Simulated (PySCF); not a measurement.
B(Cl)(OH)(SH) (BClH₂OS), SMILES OB(S)Cl.

Geometry optimised at B3LYP-D3(BJ)/def2-SVP. One conformer was computed; it need not be the lowest.

Computed with PySCF with r2SCAN/def2-TZVPD.

Isolated molecule, no solvent.

**Question.** Estimate the frontier levels, gap, dipole moment and polarisability. (An estimate is asked for; the answer gives what the named calculation found.)

**Answer.** 
```yaml
highest_occupied_level: -7.02 eV
lowest_empty_level: -0.86 eV
orbital_gap: 6.16 eV
dipole_moment: 1.66 D
quadrupole, principal values (traceless, Buckingham form, about the centre of nuclear charge): -3.15, -1.08, 4.23 D·Å
mean_static_polarisability: 54.9 bohr³ (8.13 Å³)
polarisability_principal_values: 42.2, 54.2, 68.1 bohr³
```
